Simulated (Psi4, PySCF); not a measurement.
The PySCF input:
```python
from pyscf import gto, scf, dft

mol = gto.Mole()
mol.atom = '''
    O    -0.96309460   -0.43245661   -1.11628816
    P    -0.05435126   -0.02385139    0.02107239
    O    -1.04196266    0.24594735    1.11709079
    O     0.84714254    1.23543449   -0.36251161
    O     1.01314101   -1.10351691    0.42460502
    H     0.28274596    1.97638526   -0.57434383
    H     1.69071259   -1.18188115   -0.24491012
'''
mol.basis = '6-31g**'
mol.spin = 1
mol.verbose = 3
mol.build()

mf = dft.UKS(mol)
mf.xc = 'wb97x'
mf.grids.atom_grid = (99, 590)
mf.grids.prune = None
mf.kernel()
```

Write the same job for Psi4.

Several could match; the one computed here: 
```
memory 2 GB

molecule mol {
0 2
  O    -0.963095   -0.432457   -1.116288
  P    -0.054351   -0.023851    0.021072
  O    -1.041963    0.245947    1.117091
  O     0.847143    1.235434   -0.362512
  O     1.013141   -1.103517    0.424605
  H     0.282746    1.976385   -0.574344
  H     1.690713   -1.181881   -0.244910
}

set basis 6-31g**
set reference uks
set scf_type pk
set puream true
set d_convergence 1e-8
set dft_radial_points 99
set dft_spherical_points 590

energy('wb97x')
print_variables()
```

Both were run: PySCF gave -643.363788 Eh and Psi4 -643.363792 Eh, 0.005 mEh apart.
